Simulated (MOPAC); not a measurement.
Job for MOPAC: PM6 on AlC-, 2S+1 = 3, a spin state set in the input, which need not be the lowest, a point of a bond scan (R = 1.984 Å). Charge -1.

```
PM6 1SCF PRECISE CHARGE=-1 UHF MS=1 THREADS=1
CAl

C      0.00000000 1     0.00000000 1     0.00000000 1
Al     0.00000000 1     0.00000000 1     1.98418100 1
```

Output:

```
*******************************************************************************
 **                                                                           **
 **                              MOPAC v23.2.5                                **
 **                                                                           **
 *******************************************************************************
 ** MOPAC's Digital Object Identifier: https://doi.org/10.5281/zenodo.6511958 **
 **                                                                           **
 ** Please cite the open-source release paper for use of this MOPAC version:  **
 ** J. E. Moussa and J. J. P. Stewart (2026)                                  **
 ** MOPAC: An open-source semiempirical molecular orbital program             **
 ** J. Open Source Softw., 11(119), 8025, https://doi.org/10.21105/joss.08025 **
 *******************************************************************************

                              PM6 CALCULATION RESULTS

 *******************************************************************************
 *  PM6        - The PM6 Hamiltonian to be used
 *  UHF        - UNRESTRICTED HARTREE-FOCK CALCULATION
 *
 *
 *
 *                 CHARGE ON SYSTEM = -1
 *
 *
 *
 *  MS=        - IN MECI, MAGNETIC COMPONENT OF SPIN =  1.0
 *  PRECISE    - TIGHTER CRITERIA TO BE USED
 *  1SCF       - DO 1 SCF AND THEN STOP
 *  THREADS=1  - MULTI-THREADING NOT USED
 *  T=         - A TIME OF 172800.0 SECONDS REQUESTED
 *  DUMP=N     - RESTART FILE WRITTEN EVERY 7200.0 SECONDS REQUESTED
 *******************************************************************************
PM6 1SCF PRECISE CHARGE=-1 UHF MS=1 THREADS=1
 CAl

   ATOM   CHEMICAL          X               Y               Z
  NUMBER   SYMBOL      (ANGSTROMS)     (ANGSTROMS)     (ANGSTROMS)

     1       C          0.00000000  *   0.00000000  *   0.00000000  *
     2      Al          0.00000000  *   0.00000000  *   1.98418100  *



          CARTESIAN COORDINATES

    NO.       ATOM           X           Y           Z

     1         C          0.0000      0.0000      0.0000
     2        Al          0.0000      0.0000      1.9842

 General Reference for PM6:
 "Optimization of Parameters for Semiempirical Methods V: Modification of NDDO Approximations
 and Application to 70 Elements", J. J. P. Stewart, J. Mol. Mod., 13, 1173-1213 (2007)
 URL: https://link.springer.com/article/10.1007/s00894-007-0233-4

           Empirical Formula: C Al  =     2 atoms



      MOLECULAR POINT GROUP   :   C*v


          UHF CALCULATION, NO. OF ALPHA ELECTRONS =    5
                           NO. OF BETA  ELECTRONS =    3

 -------------------------------------------------------------------------------
 PM6 1SCF PRECISE CHARGE=-1 UHF MS=1 THREADS=1
 CAl



     1SCF WAS SPECIFIED, SO BFGS WAS NOT USED
     SCF FIELD WAS ACHIEVED


                              PM6 CALCULATION
                                                       MOPAC v23.2.5 Linux




          FINAL HEAT OF FORMATION =        174.34670 KCAL/MOL =     729.46659 KJ/MOL


          COSMO AREA              =         89.72 SQUARE ANGSTROMS
          COSMO VOLUME            =         76.24 CUBIC ANGSTROMS

          IONIZATION POTENTIAL    =          0.225107 EV
          ALPHA SOMO LUMO (EV)    =         -2.454  6.993
          BETA  SOMO LUMO (EV)    =         -0.225  6.341
          NO. OF ALPHA ELECTRONS  =          5
          NO. OF BETA  ELECTRONS  =          3
          MOLECULAR WEIGHT        =         38.9925         POINT GROUP:  C*v

          MOLECULAR DIMENSIONS (Angstroms)

            Atom       Atom       Distance
           Al     2    C     1     1.98418
           Al     2    C     1     0.00000
            C     1   Al     2     0.00000


          SCF CALCULATIONS        =          1





   ATOM   CHEMICAL          X               Y               Z
  NUMBER   SYMBOL      (ANGSTROMS)     (ANGSTROMS)     (ANGSTROMS)

     1       C          0.00000000  *   0.00000000  *   0.00000000  *
     2      Al          0.00000000  *   0.00000000  *   1.98418100  *

                             CARTESIAN COORDINATES

   1    C        0.000000000     0.000000000     0.000000000
   2   Al        0.000000000     0.000000000     1.984181000


           Empirical Formula: C Al  =     2 atoms



      MOLECULAR POINT GROUP   :   C*v


          ALPHA EIGENVALUES
 -10.48988  -5.52049  -2.84263  -2.72276  -2.45354   6.99346   8.36296  10.89952
 139.81927 139.95919 142.32605 142.91885 143.75698


           BETA EIGENVALUES
  -8.68564  -4.02098  -0.22511   6.34122   6.45248   9.05493   9.39873  11.99896
 137.47375 137.63455 139.34339 141.07931 141.55341


              NET ATOMIC CHARGES AND DIPOLE CONTRIBUTIONS

  ATOM NO.   TYPE          CHARGE      No. of ELECS.   s-Pop       p-Pop       d-Pop
    1          C          -0.499760        4.4998     1.70686     2.79290
    2         Al          -0.500240        3.5002     1.81231     1.67603     0.01190
 DIPOLE           X         Y         Z       TOTAL
 POINT-CHG.     0.000     0.000     1.827     1.827
 HYBRID        -0.000     0.000    -1.363     1.363
 SUM           -0.000     0.000     0.464     0.464


          ATOMIC ORBITAL ELECTRON POPULATIONS

     Atom    s        px        py        pz      x^2-y^2     xz        z^2       yz        xy
    1  C   1.70686   1.04301   0.93806   0.81183
    2 Al   1.81231   0.95514   0.06083   0.66006   0.00114   0.00185   0.00781   0.00111   0.00000


                    (SZ)    =    1.000000
                    (S**2)  =    2.803332


          ATOMIC ORBITAL SPIN POPULATIONS

    Atom   Total    s     px     py     pz   x^2-y^2  xz     z^2    yz     xy
         Atomic
    1  C  2.6124  0.122  0.883  0.938  0.670
    2 Al -0.6124 -0.050 -0.883  0.061  0.259 -0.000  0.000 -0.000  0.001  0.000

 **********************
 *                    *
 * JOB ENDED NORMALLY *
 *                    *
 **********************




 == MOPAC DONE ==
```

The run finished. Its determinant has ⟨S²⟩ = 2.80, a mixture of spin states.

Cost: around 0.020 core-seconds (rough).
